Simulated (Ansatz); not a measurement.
Isolated molecules relaxed with PBE0-D4/def2-TZVP in Ansatz; ΔE leaves out vibrations. CCSD(T)/CBS is the MP2 limit (def2-TZVPP, def2-QZVPP) plus CCSD(T) − MP2 in def2-TZVPP, frozen cores. DFT in def2-TZVPP. B3LYP here is the variant with VWN-RPA as its local correlation; programs differ in this. One conformer a species, not always the lowest.

Consider the cleavage of the Si–B bond: `CB(N)[SiH2]Cl` + `S[Si](Cl)(Cl)Cl` → `Cl[SiH2]S[Si](Cl)(Cl)Cl` + `CBN`.

Problem. Is it downhill or uphill in electronic energy at CCSD(T)/CBS, and by how much? (An estimate is asked.)

Solution. The calculation gave: Downhill: ΔE = -0.83 eV.

Problem. What do these levels give: PBE-D4, r2SCAN-D4, B3LYP-D4, PBE, r2SCAN, PBE0, B3LYP, CCSD(T)/def2-TZVPP, MP2/def2-QZVPP, SCS-MP2/def2-QZVPP, HF/CBS(def2), CCSD/CBS(def2)? (Best estimate.)

Solution. The calculation gave: PBE-D4 -0.76, r2SCAN-D4 -0.81, B3LYP-D4 -0.83, PBE -0.69, r2SCAN -0.80, PBE0 -0.73, B3LYP -0.71, CCSD(T)/def2-TZVPP -0.78, MP2/def2-QZVPP -0.94, SCS-MP2/def2-QZVPP -0.88, HF/CBS(def2) -0.78, CCSD/CBS(def2) -0.81 eV.

Largest T1 diagnostic among the species: 0.011.

The D4 term adds −0.12 eV with B3LYP and −0.07 eV with PBE0; it sums over pairs of atoms, weighted by their polarisabilities, and B3LYP, whose exchange is more repulsive, gets the larger term. From PBE to PBE0 (25 % exact exchange), in def2-TZVPP and without D4, ΔE moves by −0.04 eV.
